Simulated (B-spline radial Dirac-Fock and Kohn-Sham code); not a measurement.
**X-ray lines that fill the K vacancy in Rb⁶⁺**

System: the Rb⁶⁺ ion, configuration [Ar] 3d10 4s2 4p1.

Input of the calculation (task.json; shells as n, l, electrons):

```json
{"items": [{
  "Z": 37,
  "q": 6,
  "cfg": [[1, 0, 2], [2, 0, 2], [2, 1, 6], [3, 0, 2], [3, 1, 6], [3, 2, 10], [4, 0, 2], [4, 1, 1]],
  "A": 85,
  "rrms": 4.2036,
  "do": ["binding", "quiet", "decay"],
  "holes": ["K", "L1", "L2", "L3", "M1", "M2", "M3", "M4", "M5", "N1"]
}]}
```

Launch: `python xray_run.py task.json out`

The computed values come from an atomic code on a B-spline grid: one-electron (LDA, Dirac) transition rates at Dirac-Fock energies.

```
line  multipole  energy (eV)  width (meV)  share (%)
K-L2         E1      13336.3          573       29.8
K-L3         E1      13396.0         1100       57.3
K-M2         E1      14954.0         82.0       4.25
K-M3         E1      14963.3          160       8.31
K-M5         E2      15095.0        0.403     0.0209
K-N2         E1      15206.0         2.28      0.118
K-N3         E1      15207.3         4.51      0.234
```

The listed lines hold 100.0 % of the radiative rate. The radiative width is 1.93 eV in the length form and 1.98 eV in the velocity form; the two differ because the transition energies are not eigenvalue differences of the potential that gave the orbitals. Kα2/Kα1 is 0.520 and Kβ/Kα is 0.149.
